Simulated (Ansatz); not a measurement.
H$_{11}$Si$_{5}$, doublet, geometry from GFN2-xTB. Base run: SVWN5/STO-3G run with Ansatz (a quantum-chemistry and plane-wave program).

Ansatz was given this input:
Ansatz 0.2 input:
```yaml
crystal:
  periodic: [false, false, false]
  atoms:
    - {symbol: Si, position_ang: [-1.19166465, -0.23095990, 2.02301811]}
    - {symbol: Si, position_ang: [-0.03341758, 0.02370505, 0.04868929]}
    - {symbol: Si, position_ang: [0.10752306, 2.22717252, -0.77039877]}
    - {symbol: Si, position_ang: [-1.09043303, -1.30241502, -1.56482171]}
    - {symbol: Si, position_ang: [2.13746219, -0.77990483, 0.39623217]}
    - {symbol: H, position_ang: [-0.68120631, 0.33305210, 3.27804815]}
    - {symbol: H, position_ang: [-2.63667065, 0.01651455, 2.09003842]}
    - {symbol: H, position_ang: [0.75681312, 3.09697006, 0.21425254]}
    - {symbol: H, position_ang: [0.84425224, 2.39088959, -2.02667657]}
    - {symbol: H, position_ang: [-1.23314727, 2.77484851, -0.99471470]}
    - {symbol: H, position_ang: [-0.41994199, -1.23485213, -2.86501026]}
    - {symbol: H, position_ang: [-1.13154314, -2.71698256, -1.19395667]}
    - {symbol: H, position_ang: [-2.47539023, -0.88800956, -1.79304612]}
    - {symbol: H, position_ang: [2.84027140, -0.02754564, 1.43639541]}
    - {symbol: H, position_ang: [2.16053616, -2.18408267, 0.80609118]}
    - {symbol: H, position_ang: [2.96344697, -0.68717164, -0.80948875]}
basis:
  gaussian:
    orbitals: STO-3G
hamiltonian:
  xc: {name: SVWN5}
magnetization: {spin_polarized: true, initial_magnetization: 1}
```

Each row names what was changed in the base input (with any setting that the change needs).

```tsv
change	E (Eh)	SCF-reference <S^2>
base	-1431.22278	0.751
functional = blyp	-1437.05483	0.751
functional = BHLYP	-1437.26894	0.752
functional = wB97X	-1437.23116	0.752
functional = pbe	-1436.43258	0.752
functional = cam_b3lyp	-1437.15317	0.752
functional = B97M-V	-1437.13250	0.753
functional = b3lyp5	-1436.98617	0.752
functional = b3lyp; dispersion = d3bj	-1437.32831	0.752
functional = PBE-QIDH	-1436.18138	0.754
functional = pbe0	-1436.67286	0.752
functional = hse06	-1436.63990	0.752
functional = B2GP-PLYP	-1436.30761	0.753
```

Totals shift with the method and basis; they matter in differences.
